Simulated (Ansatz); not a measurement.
Basis-set extrapolation for C2H8AlFS (`[CH3][Al-]([CH3])([F])[SH2+]`) (PBE0-D4/def2-TZVP geometry, frozen core, Ansatz 0.2.0). Multiplicity 1, RHF reference.

```
                      def2-TZVPP   def2-QZVPP
                 HF  -819.483026  -819.510507
    MP2 correlation    -0.889989    -0.959940
CCSD(T) correlation    -0.979523      not run
```

Energies in hartree. Use E(X) = E(∞) + A·exp(−7.88·√X) for Hartree–Fock and E(X) = E(∞) + B·X^(−2.97) for correlation, with X = 3 and 4, and add CCSD(T) minus MP2 of the smaller set to the MP2 limit.

Problem. What is the CCSD(T) energy at the basis-set limit?

Solution. HF limit: -819.510507 + (-0.027481) × 0.13774 = -819.51429. MP2 limit: -0.959940 + (-0.069951) × 0.74074 = -1.01176. Higher-order term: -0.979523 − (-0.889989) = -0.08953. Total: -820.61558 hartree, 401.8 kJ/mol below CCSD(T)/def2-TZVPP.
